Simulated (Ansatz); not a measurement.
Consider the hydrogenolysis of a B–I bond: `IB1C[SiH2]1` + H₂ → `B1C[SiH2]1` + HI.

Program: Ansatz. Geometries: PBE0-D4/def2-TZVP. ΔE: electronic, gas phase. CCSD(T)/CBS is the MP2 limit (def2-TZVPP, def2-QZVPP) plus CCSD(T) − MP2 in def2-TZVPP, frozen cores. This one scheme is used for every species. DFT in def2-TZVPP. Elements past krypton have def2 core potentials. For I outer-core shells are correlated without core-valence functions, which leaves a few kJ/mol of doubt a bond.

```json
{"level": "r2SCAN-D4", "ΔE (kJ/mol)": "55.6"}
{"level": "PBE0-D4", "ΔE (kJ/mol)": "53.0"}
{"level": "r2SCAN0-D4", "ΔE (kJ/mol)": "53.1"}
{"level": "r2SCAN", "ΔE (kJ/mol)": "54.2"}
{"level": "MP2/def2-SVP", "ΔE (kJ/mol)": "57.1"}
{"level": "SCS-MP2/def2-QZVPP", "ΔE (kJ/mol)": "57.3"}
{"level": "HF/CBS(def2)", "ΔE (kJ/mol)": "29.0"}
{"level": "MP2/CBS(def2)", "ΔE (kJ/mol)": "69.1"}
```

(1) What does CCSD(T)/CBS give? (An estimate is asked.)

Largest T1 diagnostic among the species: 0.014.

Results:

(1) The calculation gave: +54.6 kJ/mol. The listed levels differ from it by 1.0, -1.6, -1.5, -0.4, 2.5, 2.7, -25.6, 14.5 kJ/mol.

At CCSD(T), def2-SVP lies −8.8 kJ/mol from the extrapolated value and def2-TZVPP −4.2 kJ/mol. Leaving LDA and LC-ωPBE aside and taking each functional with its dispersion term where it has one, the values, not all of them listed here, spread over 17.6 kJ/mol, from CAM-B3LYP-D4 to revPBE-D4. In def2-TZVPP, CCSD(T) changes the Hartree–Fock value by +21.0 kJ/mol (the triples alone add +5.8 kJ/mol) and MP2 by +35.5 kJ/mol.
